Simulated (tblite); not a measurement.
Species: C5H9B.
SMILES with atom numbers: `[BH2:1][CH:2]([CH:3]=[CH2:4])[CH:5]=[CH2:6]` (hydrogens: H7, H8 on B1; H9 on C2; H10 on C3; H11, H12 on C4; H13 on C5; H14, H15 on C6)

Computed with GFN2-xTB (tblite), gas phase: Langevin dynamics at 600 K from the optimised GFN2-xTB geometry, time step 0.5 fs, friction 0.01 fs⁻¹, 2000 steps. The instantaneous temperature is 2·E(kin)/(3Nk) with all 3N coordinates.

```tsv
t (fs)	T (K)	E(pot) above start (eV)	B1–C2 (Å)	C2–C3 (Å)	C3=C4 (Å)	C2–C5 (Å)	C5=C6 (Å)	B1–H7 (Å)	B1–C2–C3–C4 (°)
0	478	0.000	1.579	1.507	1.320	1.505	1.320	1.168	-44
25	365	0.610	1.583	1.532	1.343	1.525	1.325	1.158	-40
50	396	0.947	1.540	1.528	1.341	1.482	1.315	1.137	-51
75	532	0.671	1.585	1.535	1.335	1.507	1.320	1.163	-36
100	513	0.577	1.617	1.589	1.316	1.476	1.352	1.162	-43
125	608	0.781	1.571	1.534	1.318	1.467	1.324	1.119	-53
150	536	0.780	1.596	1.483	1.376	1.491	1.295	1.132	-47
175	603	0.989	1.654	1.487	1.371	1.523	1.359	1.158	-73
200	383	1.005	1.573	1.483	1.361	1.449	1.305	1.130	-90
225	334	0.731	1.566	1.464	1.349	1.510	1.324	1.137	-88
250	431	0.536	1.552	1.490	1.374	1.534	1.348	1.146	-74
275	360	0.682	1.478	1.552	1.334	1.517	1.352	1.150	-72
300	382	0.983	1.709	1.456	1.331	1.550	1.359	1.148	-66
325	502	0.726	1.539	1.461	1.402	1.467	1.322	1.159	-60
350	592	1.039	1.759	1.395	1.410	1.487	1.295	1.105	-56
375	670	0.753	1.664	1.429	1.409	1.522	1.321	1.144	-55
400	393	1.422	1.895	1.424	1.405	1.562	1.364	1.176	-37
425	726	0.734	2.047	1.426	1.453	1.562	1.348	1.178	-39
450	541	0.914	2.175	1.381	1.464	1.405	1.303	1.185	-56
475	492	0.921	2.366	1.405	1.448	1.437	1.304	1.216	-51
500	812	0.756	2.778	1.393	1.469	1.500	1.320	1.177	-53
525	846	0.709	3.159	1.370	1.484	1.469	1.339	1.169	-62
550	498	1.030	3.389	1.343	1.491	1.523	1.344	1.204	-44
575	567	0.702	3.611	1.362	1.541	1.495	1.331	1.186	-37
600	551	1.004	3.433	1.316	1.471	1.465	1.335	1.202	-45
625	815	0.697	3.193	1.311	1.515	1.390	1.332	1.198	-46
650	809	0.909	2.969	1.378	1.570	1.388	1.362	1.220	-39
675	891	0.879	3.096	1.382	1.552	1.390	1.372	1.158	-42
700	688	1.250	3.356	1.342	1.385	1.553	1.368	1.135	-38
725	763	1.112	3.512	1.390	1.445	1.610	1.363	1.181	-26
750	902	0.989	3.611	1.342	1.506	1.511	1.320	1.177	-29
775	720	0.734	3.353	1.329	1.433	1.499	1.336	1.203	-32
800	493	0.812	3.230	1.293	1.501	1.461	1.392	1.154	-31
825	598	0.472	3.328	1.332	1.534	1.390	1.383	1.162	-27
850	472	0.901	3.353	1.366	1.531	1.421	1.337	1.173	-28
875	516	0.806	3.374	1.350	1.534	1.475	1.325	1.204	-35
900	600	0.950	3.487	1.281	1.489	1.436	1.347	1.216	-33
925	581	0.944	3.533	1.296	1.531	1.411	1.339	1.170	-34
950	755	0.552	3.510	1.364	1.557	1.376	1.333	1.132	-39
975	736	0.632	3.549	1.377	1.491	1.464	1.329	1.145	-37
1000	727	0.995	3.444	1.328	1.465	1.528	1.346	1.135	-41
```

Task: From 500 fs on, how do temperature and potential energy compare with equipartition?

Result: The mean temperature of these 21 frames is 683 K against the target 600 K, and the mean potential energy 0.85 eV against 39 × kT/2 = 1.01 eV for 39 classical harmonic modes. For 15 atoms in a canonical ensemble the temperature itself scatters by T·√(2/(3N)) = 126 K; here its standard deviation is 135 K. The whole run lasts only 10 friction times of 100 fs, so these averages carry a wide statistical error.

Task: What are the kinetic and total energies of the listed frame with the highest potential energy?

Result: The one at 400 fs, 1.422 eV above the start. Its kinetic energy is 3NkT/2 = 0.762 eV at 393 K, so the sum is 2.18 eV; over the listed frames the sum runs from 0.93 to 2.74 eV, since the thermostat adds and removes energy.

Task: How much do the listed bonds fluctuate from 500 fs on?

Result: 
```
 bond  at the start (Å)  mean (Å)  standard deviation (Å)
B1–C2             1.579     3.346                   0.208
C2–C3             1.507     1.345                   0.032
C3=C4             1.320     1.500                   0.044
C2–C5             1.505     1.465                   0.061
C5=C6             1.320     1.345                   0.020
B1–H7             1.168     1.176                   0.026
```

The motion is classical and holds no zero-point motion. In the last frame a distance test finds a bond of the start structure stretched past its limit or a new contact within bonding range.

The cost below is that of the whole dynamics run. Time: 8.2 s of wall time; peak memory 0.18 GiB. Hardware: Intel Xeon Platinum 8488C, one thread, shared host with 192 logical CPUs at a one-minute load of 79.
